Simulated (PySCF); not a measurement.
## What settings do to a single point of [Dy(NH3)3]3+

The sound run of [Dy(NH3)3]3+ (singlet in the valence; each metal's 4f electrons, 9 of them, lie in its core potential, out of spins and levels) uses PySCF 2.14.0, RKS PBE, Dy lcecp-1-SVP with ECP55, N def2-SVP, H def2-SVP; non-relativistic Hamiltonian with scalar-relativistic core potentials where named; density fitting; no spin-orbit coupling, grid (50, 194), threshold 1e-8 Eh and 55 cycles, at the relaxed geometry:

```xyz
13

Dy    0.0000    0.0000    0.7718
N     2.2657   -0.0016   -0.0263
H     2.9800   -0.3037    0.6778
H     2.4748   -0.6224   -0.8421
H     2.6352    0.9251   -0.3414
N    -1.1315    1.9629   -0.0263
H    -1.2270    2.7327    0.6778
H    -0.6984    2.4545   -0.8421
H    -2.1188    1.8196   -0.3414
N    -1.1342   -1.9613   -0.0263
H    -1.7530   -2.4289    0.6778
H    -1.7764   -1.8321   -0.8421
H    -0.5164   -2.7447   -0.3414
```

There Dy1 has a Mulliken charge of 1.68 e and the dipole about the centre of mass is 3.05 D. Each run below changes one thing and starts from free metal ions and neutral atoms unless it says otherwise; with 55 cycles, smearing, a level shift and second-order steps follow where DIIS fails, and their cycles count. Energy shifts count from the sound run. On f atoms grids over 110 angular points are at least (60, 302).

| change | outcome | cycles | energy shift (eV) | largest force component (eV/Å) | charge on Dy1 (e) | dipole about the centre of mass (D) |
| --- | --- | --- | --- | --- | --- | --- |
| threshold 0.0001 | converged | 7 | 0.0000 | 0.01 | 1.68 | 3.05 |

Q: One further run converged with energy shift (eV) -9.46, largest force component (eV/Å) 11.59, charge on Dy1 (e) 1.89, dipole about the centre of mass (D) 2.73. Which change was it?
A. cycle limit 8
B. grid (10, 14)
C. start from a density of up to 30 smeared cycles (not counted)

A: B.

Q: And the other changes listed?

A: 
| change | outcome | cycles | energy shift (eV) | largest force component (eV/Å) | charge on Dy1 (e) | dipole about the centre of mass (D) |
| --- | --- | --- | --- | --- | --- | --- |
| cycle limit 8 | not converged | 8 | – | – | – | – |
| start from a density of up to 30 smeared cycles (not counted) | converged | 6 | 0.0000 | 0.01 | 1.68 | 3.05 |

Unsound on purpose, so not properties of the compound: grid (10, 14).

Forces carry noise of the integration grid, about 0.01 to 0.03 eV/Å.

A frequency check found unstable modes (3, the lowest at -44 cm⁻¹), so the relaxed geometry is probably a saddle point. An lcecp potential fixes the number of 4f electrons, so in runs with it no electron can move into or out of that shell.
